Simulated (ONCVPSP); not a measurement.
**Before and after: ONCV potential for Rb**

ONCVPSP 4.0.1 input, shortened (lines: element, Z, core and valence counts, functional; n l f; lmax; l rc ep ncon nbas qcut; lloc lpopt rc5 dvloc0; l nproj debl; icmod fcfact rcfact), PW91, scalar-relativistic:

```
  Rb 37.00    6    3  -109134      upf
    1    0    2.00
    2    0    2.00
    2    1    6.00
    3    0    2.00
    3    1    6.00
    3    2   10.00
    4    0    2.00
    4    1    6.00
    5    0    1.00
    3
    0    2.10    0.00    4    6    6.30
    1    2.00    0.00    5    9    6.50
    2    2.25    0.21    4    7    4.70
    3    1.70    0.14    4    8    6.10
    4    5    1.70    0.00
    0    3    2.30
    1    2    2.20
    2    1    0.80
    3    2    0.80
    0    0.00    0.00
```

All-electron outer shells of the reference configuration (PW91, scalar-relativistic, ld1.x):

```
shell  level (eV)  outermost node (bohr)  outermost maximum (bohr)
   4s      -31.97                   0.62                      1.25
   4p      -16.02                   0.64                      1.42
   5s       -2.24                   1.79                      4.38
```

Change: p: qcut 8.1.

Cutoffs: the cutoffs (Ha) at which the residual kinetic energy of the hardest occupied pseudo-wave falls to 1 and 0.1 mHa per electron; they do not see the model core or the augmentation charge, which bear on the density cutoff. Errors are all-electron minus pseudo energies relative to the spin-unpolarised reference configuration.

Q: How do hardness, ghosts and transferability respond?

A: The potential gets harder (14 Ha and 18 Ha → 19 Ha and 23 Ha); the errors of the 4 common tests hardly move; neither file shows a bound ghost. The waves are optimised to have the least kinetic energy above qcut, so the cutoff follows it (qcut²/2 in Ha).

```tsv
quantity	base	changed
cutoff, loose	14 Ha	19 Ha
cutoff, tight	18 Ha	23 Ha
loose cutoff by channel	s 12 Ha, p 14 Ha	s 12 Ha, p 19 Ha
bound ghosts	none	none
GHOST(+) flags under 300 eV	none	none
error for 4s2 4p6 5s0, meV [ΔE 4.18 eV]	-0.1	-0.1
error for 4s2 4p6 5s0.5, meV [ΔE 1.58 eV]	-0.1	-0.1
error for 4s2 4p6 5s0 5p1, meV [ΔE 1.51 eV]	+0.1	+0.1
error for 4s1 4p6 5s1, meV [ΔE 37.81 eV]	-39	-40
s: phases at 2.13 bohr within 0.05 rad from the reference energy up to (Ha; the scan ends near 5)	to the end of the scan	to the end of the scan
p: phases at 2.03 bohr within 0.05 rad from the reference energy up to (Ha; the scan ends near 5)	to the end of the scan	to the end of the scan
d: phases at 2.28 bohr within 0.05 rad from the reference energy up to (Ha; the scan ends near 5)	2.5	2.5
f: phases at 1.72 bohr within 0.05 rad from the reference energy up to (Ha; the scan ends near 5)	to the end of the scan	to the end of the scan
```
